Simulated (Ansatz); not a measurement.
```yaml
atoms:
  - { symbol: Al, position_ang: [0.0000, 0.0000, 0.0000] }
  - { symbol: N, position_ang: [0.0000, 0.0000, 1.6800] }
```

Basis set: cc-pVDZ (spherical functions). Frozen core: 6 orbitals. Charge 0, multiplicity 1.

Computed with Ansatz (development build ahead of 0.2.0); the reference of a correlated method needn't be the lowest determinant of its kind. Restricted open shells among the atoms or ions are ROHF, correlated in semicanonical orbitals with singles.

Question: Give the atomization energy at this shape (free ground-state atoms in the same class of orbitals less the molecule, no zero-point energy) of singlet AlN by RHF-CCSD(T), RHF-CCSD.

Answer:

```
     method  atomization energy
RHF-CCSD(T)        112.0 kJ/mol
   RHF-CCSD         56.1 kJ/mol
```

Caution: large amplitudes, a single reference is doubtful; no unrestricted run beside it, a lower state can exist; the reference determinant was not shown to be the lowest.
